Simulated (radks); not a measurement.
Values are calculated unless marked as measured or tabulated.
How relativity changes the ionisation of neutral argon ([Ar]) to Ar+ ([Ne] 3s2 3p5). Spin-unpolarised spherical Kohn-Sham, PBE, point nucleus unless stated (finite: rms radius 3.4274 fm), a radial shooting solver on a logarithmic mesh with Libxc functionals. A level marked "c x" has the speed of light scaled by that factor and shares open shells by 2j + 1; other Dirac levels either fill j = l - 1/2 first or share by 2j + 1.

| level | E(Ar) (hartree) | E(Ar+) (hartree) | IE (eV) | HOMO | <r> HOMO (bohr) |
|---|---|---|---|---|---|
| non-rel. | -527.34613 | -526.75542 | 16.074 | 3p | 1.665 |
| scalar-rel. | -529.22987 | -528.63978 | 16.057 | 3p | 1.664 |
| scalar-rel., finite nucleus | -529.22919 | -528.63909 | 16.057 | 3p | 1.664 |
| Dirac, 2j+1 shares | -529.23208 | -528.64196 | 16.058 | 3p3/2 | 1.668 |
| Dirac, low j first | -529.23208 | -528.64439 | 15.992 | 3p3/2 | 1.668 |
| Dirac, 2j+1 shares, finite nucleus | -529.23139 | -528.64127 | 16.058 | 3p3/2 | 1.668 |
| Dirac, c x 0.75 | -530.72137 | -530.13170 | 16.046 | 3p3/2 | 1.670 |
| Dirac, c x 1.5 | -528.18038 | -527.58994 | 16.067 | 3p3/2 | 1.666 |
| Dirac, c x 2 | -527.81462 | -527.22407 | 16.070 | 3p3/2 | 1.665 |

NIST Atomic Spectra Database: 15.760 eV (measured). The relativistic part of the total energy of Ar is -1.885 hartree (Dirac, 2j+1 shares, finite nucleus), 0.36 % of the non-relativistic value. Spin polarisation and multiplet splitting of open shells are left out at every level.

Beside tabulated values, note that spin-unpolarised runs miss the spin-polarisation part of the exchange energy of open shells.
